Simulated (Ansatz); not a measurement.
System: SnHSF, charge 0, singlet. SnHSF (SMILES [F][Sn][SH]).
B3LYP-D3(BJ)/def2-TZVP minimum from Ansatz (a program for electronic structure):
```xyz
4

Sn     0.1563    -0.2374     0.5010
F      0.4355    -1.5567    -0.9191
S     -0.6792     1.4695    -1.0448
H     -0.8665     2.3674    -0.0595
```
Charge 0, spin multiplicity 1.

Atomisation energy term by term, kcal/mol (programs: Ansatz). Open shells are spin-unrestricted; no spin-orbit coupling. Correlated methods leave the cores frozen (noble-gas shells, and filled d and f shells in the p block). Past Kr the def2 sets carry scalar-relativistic core potentials. CBS(X,Y): correlation extrapolated as X^-3, Hartree-Fock from the larger set. A bracket is a step between two methods taken in the basis named. For partners of very few electrons the exact lower level stands in for a higher one. Spin-orbit terms, left out, reach several kcal/mol for Br and I, and more for heavier atoms.

```tsv
term	basis	kcal/mol
Hartree-Fock	def2-QZVPP	182.43
CCSD correlation	CBS(def2-TZVPP,def2-QZVPP)	92.28
(T)	CBS(def2-TZVPP,def2-QZVPP)	8.64
CCSDT(Q) - CCSD(T)	def2-TZVPP	0.35
sum: De		283.7
```

The step beyond CCSD(T) by other levels: CCSDT(Q) in def2-SVP 0.90 kcal/mol.
